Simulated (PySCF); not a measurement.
One of the candidates below gave these computed data.

All candidates are C7H5NO.

- Dipole: 3.64 D [PBE0/def2-SVPD]
- Rotational structure: rotational constants A, B, C: 3.439, 1.225, 0.903 GHz [GFN2-xTB]
- UV, strongest line: among the 8 lowest singlet transitions: S4 at 6.38 eV (194 nm, f = 0.574) [TDDFT PBE0/def2-SVPD]
- Polarisability: 89.0 au [PBE0/def2-SVPD]
- UV, first state: lowest singlet excitation: 4.79 eV (259 nm, f = 0.063) [TDDFT PBE0/def2-SVPD]
- Triplet: lowest triplet excitation (Tamm–Dancoff): 3.59 eV [TDA PBE0/def2-SVPD]

Electronic properties: PySCF, gas phase, density fitting. Levels stand in brackets. One conformer (not necessarily the lowest) at the GFN2-xTB geometry, without solvent, vibrations or thermal averaging.

Task: Which candidate is it?
A. `N#Cc1cccc(O)c1`
B. `O=C=Nc1ccccc1`
C. `N#C[C@]12C=C[C@H](C=C1)O2`
D. `N#Cc1ccc(O)cc1`
E. `C#Cc1ccc[n+]([O-])c1`

Result: A. It is `N#Cc1cccc(O)c1`. Numbering: `[N:1]#[C:2][c:3]1[cH:4][cH:5][cH:6][c:7]([OH:8])[cH:9]1`. Its formula, C7H5NO, gives 6 degrees of unsaturation: 1 ring and 5 π bonds in the structure found (Kekulé form). S1 is mainly HOMO→LUMO (weight 0.81); the largest Löwdin shares of the orbital it empties are 0.20 on an aromatic CH carbon, 0.19 on the phenol-type oxygen, 0.16 on the aromatic carbon bearing oxygen and 0.13 on an aromatic CH carbon, of the orbital it fills 0.17 on an aromatic CH carbon, 0.17 on the substituted aromatic carbon, 0.14 on an aromatic CH carbon and 0.12 on the nitrile nitrogen. The optimised geometry has point group Cs and is an asymmetric top.

The others, at the same levels:
- `O=C=Nc1ccccc1` fails: its computed lowest singlet excitation is 5.18 eV (239 nm, f = 0.012) (against 4.79 eV), lowest triplet excitation (Tamm–Dancoff) is 3.84 eV (against 3.59 eV) and strongest line among the 8 lowest singlet transitions is S7 at 6.81 eV (182 nm, f = 0.487) (against S4 at 6.38 eV).
- `N#C[C@]12C=C[C@H](C=C1)O2` fails: its computed lowest singlet excitation is 4.61 eV (269 nm, f = 0.000) (against 4.79 eV), lowest triplet excitation (Tamm–Dancoff) is 3.08 eV (against 3.59 eV) and static isotropic polarisability is 76.3 au (against 89.0 au).
- `N#Cc1ccc(O)cc1` fails: its computed lowest singlet excitation is 5.05 eV (246 nm, f = 0.013) (against 4.79 eV), strongest line among the 8 lowest singlet transitions is S8 at 6.89 eV (180 nm, f = 0.567) (against S4 at 6.38 eV) and rotational constant A is 5.673 GHz (against 3.439 GHz).
- `C#Cc1ccc[n+]([O-])c1` fails: its computed lowest singlet excitation is 3.96 eV (313 nm, f = 0.030) (against 4.79 eV), lowest triplet excitation (Tamm–Dancoff) is 2.63 eV (against 3.59 eV) and static isotropic polarisability is 97.4 au (against 89.0 au).

Each candidate is one conformer, not necessarily the lowest. The conformers computed, where there is a choice (atom-mapped SMILES and torsion angles):
- `[N:1]#[C:2][c:3]1[cH:4][cH:5][cH:6][c:7]([OH:8])[cH:9]1`: H–O8–C7–C6 180°
- `[O:1]=[C:2]=[N:3][c:4]1[cH:5][cH:6][cH:7][cH:8][cH:9]1`: C2–N3–C4–C5 180°
- `[N:1]#[C:2][c:3]1[cH:4][cH:5][c:6]([OH:7])[cH:8][cH:9]1`: H–O7–C6–C5 180°
